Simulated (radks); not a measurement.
Task: Coherent X-ray form factor from a spherical all-electron density. All-electron calculation, scalar-relativistic Kohn-Sham, LDA (Slater exchange, Perdew-Wang correlation), spin-polarised, spherical densities, point nucleus. Program: a radial shooting solver on a logarithmic mesh with Libxc functionals.

sin(theta)/lambda (1/angstrom)  f0 (electrons)
0.05                                    22.703
0.1                                     21.863
0.15                                    20.609
0.2                                     19.104
0.25                                    17.499
0.3                                     15.911
0.4                                     13.068
0.5                                     10.853
0.6                                      9.258
0.8                                      7.377
1                                        6.351
1.25                                     5.379
1.5                                      4.468
2                                        2.953

The species is in the configuration that NIST lists as its ground one. Which atom or ion scatters so?

Result: The manganese ion Mn2+, [Ar] 3d5. Extrapolating in s^2 from the first two rows gives f0(0) = 23.0, near the electron count 23; among species with that count, the fall with angle is slower the higher Z, and the table is that of Z = 25; from so few rows the species is fixed only to a neighbour or two.
